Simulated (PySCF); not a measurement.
GaF₂, SMILES [F][Ga+][F], charge +1.

The structure is a stationary point at B3LYP-D3(BJ)/def2-TZVP. The spin state was assumed, not searched. The isomer is the one that the SMILES or the coordinates give; other isomers of the formula were not compared.

Calculation: B3LYP-D3(BJ)/def2-TZVP (PySCF 2.14.0).

Frequencies are harmonic and unscaled.

Modes within 1.5 cm⁻¹ of each other (mostly degenerate sets) share a row, with their intensities summed.

Question: Estimate the vibrational spectrum. (Estimate from the structure and the level; the computed values follow.)

Answer: 
| mode | ν (cm⁻¹) | IR (km/mol) | moving atoms (share of kinetic energy) |
|---|---|---|---|
| 1–2 | 170 | 83.3 | F 65 %, Ga 35 % |
| 3 | 718 | 0.0 | F 100 % |
| 4 | 909 | 63.5 | F 65 %, Ga 35 % |
